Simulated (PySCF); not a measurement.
Löwdin shares of the frontier orbitals

GaCl2(CH2SiH3), CH₅Cl₂GaSi.
Structure used (PBE0-D3(BJ)/def2-SVP), in Å, numbered top down from 1:
```
atom  x, y, z in Å
Ga1    0.806    1.402   -0.570
Cl2    2.941    1.571   -0.627
Cl3   -0.242    3.242   -0.254
C4    -0.103   -0.299   -0.762
Si5   -0.610   -1.067    0.884
H6    -1.005   -0.134   -1.374
H7     0.572   -0.981   -1.302
H8     0.599   -1.282    1.737
H9    -1.542   -0.148    1.606
H10   -1.292   -2.379    0.668
```

The calculation used TDDFT wB97X-D/def2-SVPD, vertical, gas phase, core orbitals frozen in the response (PySCF). Relativistic effects, spin–orbit coupling among them, are left out although an element past zinc is present.

Kohn–Sham orbitals with the atoms that hold most of them (Löwdin shares over 4%, at most four atoms; ? is withheld):

```csv
orbital,ε (eV),atoms
HOMO-3,-11.58,"Cl3 36%, Cl2 35%, C4 10%, Ga1 8%"
HOMO-2,-11.19,"Cl2 46%, Cl3 45%, Ga1 7%"
HOMO-1,-10.97,?
HOMO,-10.63,"C4 24%, Cl2 22%, Cl3 20%, Ga1 13%"
LUMO,?,?
LUMO+1,0.39,"Ga1 45%, Cl2 14%, Cl3 14%, C4 11%"
LUMO+2,1.85,"Ga1 30%, Si5 20%, Cl2 11%, Cl3 11%"
```

(1) Which atoms hold the LUMO, and with what shares?

(2) Which atoms hold the HOMO-1, and with what shares?

(3) What is the LUMO energy, and the HOMO–LUMO gap?

Answers

(1) Ga1 (bonded to C and 2 Cl) 45%; Cl3 (bonded to Ga) 14%; Cl2 (bonded to Ga) 14%; C4 (bonded to Ga, Si and 2 H) 13%. By element: gallium 45%, chlorine 28%, carbon 13%.

(2) Cl3 (bonded to Ga) 49%; Cl2 (bonded to Ga) 47%.

(3) ε(LUMO) = 0.19 eV; the gap is 10.82 eV (0.3976 hartree).

Question: The HOMO–LUMO gap is 10.82 eV. Where does the response calculation put the lowest singlet, and from which orbitals?

Answer: S1 is at 6.23 eV (f = 0.022), 4.59 eV below the gap, made of HOMO→LUMO (91%). 

Question: One configuration dominates each of S1, S2 and S3. Which, and how do the shares of the two leading atoms of either orbital change from the occupied to the empty one?

Answer: 
- S1 (6.23 eV, f 0.022), HOMO→LUMO (91%): C4 24% → 13%, Cl2 22% → 14%, Ga1 13% → 45%, Cl3 20% → 14%
- S2 (6.53 eV, f 0.0003), HOMO-1→LUMO (96%): Cl3 49% → 14%, Cl2 47% → 14%, Ga1 at most 4% → 45%
- S3 (6.81 eV, f 0.149), HOMO→LUMO+1 (74%): C4 24% → 11%, Cl2 22% → 14%, Ga1 13% → 45%

Löwdin shares depend on the basis, the more so with diffuse functions.

One conformer stands for the species.
